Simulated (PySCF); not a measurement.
An excited-state job on `C[Si@H](Br)C#C[SiH3]`.

Computed with TDDFT CAM-B3LYP/def2-SVPD, vertical, gas phase, core orbitals frozen in the response (PySCF 2.14.0, density-fitted response routines). Geometry: GFN2-xTB. The input is one job of a driver script: a line of settings, then coordinates in Å.

Command:
```bash
OMP_NUM_THREADS=1 python probes_run.py task.json out
```

Input:
```
{"job": {"kind": "uv", "xc": "CAM-B3LYP", "basis": "def2-SVPD", "nstates": 8, "ntriplets": 3}, "charge": 0, "multiplicity": 1}
C     -2.607635    -0.614948     0.105418
Si    -1.464412     0.880842     0.273580
Br    -1.801153     2.200488    -1.511974
C      0.309826     0.381491     0.213468
C      1.479063     0.073501     0.149221
Si     3.272894    -0.384723     0.067135
H     -2.414737    -1.159741    -0.815931
H     -3.651945    -0.311714     0.096938
H     -2.465751    -1.303156     0.933699
H     -1.753240     1.726022     1.426677
H      3.543622    -1.254577     1.214980
H      3.503516    -1.088558    -1.195014
H      4.045564     0.855560     0.145483
```

Output:
```
coarse grid: 53000 points
cycle   1  E = -3271.1177077488  dE = -7.258e-01  |g| = 4.163e-01  |ddm| = 7.160e+00
cycle   2  E = -3271.1411799305  dE = -2.347e-02  |g| = 3.079e-01  |ddm| = 1.845e+00
cycle   3  E = -3271.1681541417  dE = -2.697e-02  |g| = 4.858e-02  |ddm| = 5.952e-01
cycle   4  E = -3271.1684700348  dE = -3.159e-04  |g| = 3.450e-02  |ddm| = 1.332e-01
cycle   5  E = -3271.1687454488  dE = -2.754e-04  |g| = 1.066e-02  |ddm| = 6.415e-02
cycle   6  E = -3271.1687723264  dE = -2.688e-05  |g| = 5.973e-04  |ddm| = 2.423e-02
cycle   7  E = -3271.1687724812  dE = -1.548e-07  |g| = 2.248e-04  |ddm| = 3.020e-03
final grid: 108160 points
cycle   8  E = -3271.1687303669  dE = -3.479e-08  |g| = 1.757e-04  |ddm| = 5.000e-03
cycle   9  E = -3271.1687303665  dE =  4.225e-10  |g| = 1.889e-04  |ddm| = 7.947e-04
cycle  10  E = -3271.1687303759  dE = -9.394e-09  |g| = 5.634e-05  |ddm| = 3.605e-04
cycle  11  E = -3271.1687303767  dE = -7.608e-10  |g| = 6.560e-06  |ddm| = 8.536e-05
converged SCF energy = -3271.1687303767

Static polarisability (au): isotropic 111.197, principal 87.572 102.316 143.702

Singlet excitations
state   eV       nm        f      main configurations
  1   5.5437    223.6   0.00028   H-2->L 0.51, H-1->L 0.20, H->L+1 0.10
  2   5.7947    214.0   0.01505   H->L 0.37, H-2->L+1 0.26, H-3->L 0.12
  3   5.8346    212.5   0.00255   H->L+1 0.45, H-3->L+1 0.24, H-2->L 0.10
  4   6.4907    191.0   0.00868   H-1->L 0.65, H-2->L 0.24
  5   6.5972    187.9   0.04882   H-3->L 0.47, H->L 0.36
  6   7.3147    169.5   0.11056   H-1->L+1 0.81
  7   7.4071    167.4   0.00584   H-3->L+1 0.56, H->L+1 0.34
  8   7.6120    162.9   0.18085   H->L+2 0.44, H-2->L+1 0.14, H-3->L 0.10

Triplet excitations (Tamm-Dancoff, eV): 4.6333 5.0479 5.0635
```

The SCF starts on a coarse grid where the log names one; the energy can jump when the final grid takes over, and dE then counts from the start density on the new grid. H and L stand for HOMO and LUMO; the number after each pair is its weight.

**Question.** How does the lowest singlet excitation compare with the HOMO–LUMO gap?

**Answer.** HOMO -9.40 eV and LUMO 0.06 eV give a gap of 9.46 eV; S1 at 5.54 eV lies 3.92 eV below it.

In short: HOMO -9.40 eV, LUMO 0.06 eV; lowest singlet 5.54 eV; lowest triplet 4.63 eV (Tamm–Dancoff); mean polarisability 111.2 au.

 The CAM-B3LYP/def2-SVPD calculation is non-relativistic and has no spin–orbit coupling, an omission that weighs most on bromine.

On an Arm Neoverse N1 with one thread, no GPU, on a shared host, this took 83 s of wall time (with the writing of density and orbital grids) and 0.94 GiB of memory at its peak.
Labels such as C1 count atoms from 1, the log's own numbers from 0.
